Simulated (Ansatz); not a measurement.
Species: HF$_{3}$Ge, SMILES `[F][GeH]([F])[F]` (charge 0, multiplicity 1).

Give a relaxed geometry from Ansatz (a quantum-chemistry and plane-wave program) with B3LYP-D3(BJ)/def2-TZVP.

the end point of this relaxation (outside a Z-matrix the atoms follow the SMILES, hydrogens last).
Z-matrix (Å, degrees):
```
Ge
F 1 1.7176
F 1 1.7176 2 106.42
F 1 1.7176 2 106.42 3 113.20
H 1 1.5172 2 112.37 4 123.40
```
